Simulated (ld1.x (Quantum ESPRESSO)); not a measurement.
# Ranking TM semilocal potentials for palladium

All share these settings but for the change named:

palladium (Pd), norm-conserving Troullier–Martins (semilocal form), made with ld1.x (Quantum ESPRESSO) 7.5 (LDA (PZ), scalar-relativistic). Core [Ar] 3d10 4s2, reference 4p6 4d8 5s0 5p0 (charge +2). Waves: 5s (bound, empty): rc 2.45 bohr; 4p (bound): rc 1.20 bohr; 4d (bound): rc 1.55 bohr. Local part: the d channel. Core correction: none.

Cutoff: the first of the cutoffs (Ry, on a coarse ladder) from which the occupation-weighted sum of valence levels, in a spherical-Bessel basis at the reference potential, stays within 10 and 1 mRy of its value at 400 Ry; the density cutoff is not measured.

The base gives 110 Ry.

Of 6 variants that were run, those that failed, showed a ghost or another fault, or gave nearly equal values are left out.

(1) Rank these variants from softest to hardest (loose cutoff).
A. all radii scaled by about 0.87 (s 2.14, p 1.04, d 1.34 bohr)
B. all radii scaled by about 1.37 (s 3.36, p 1.64, d 2.12 bohr)
C. all radii scaled by about 0.77 (s 1.88, p 0.92, d 1.18 bohr)
D. all radii scaled by about 1.16 (s 2.84, p 1.38, d 1.80 bohr)
E. all radii scaled by about 1.25 (s 3.06, p 1.50, d 1.94 bohr)

Answers

(1) B (50 Ry), E (60 Ry), D (70 Ry), A (140 Ry), C (160 Ry).
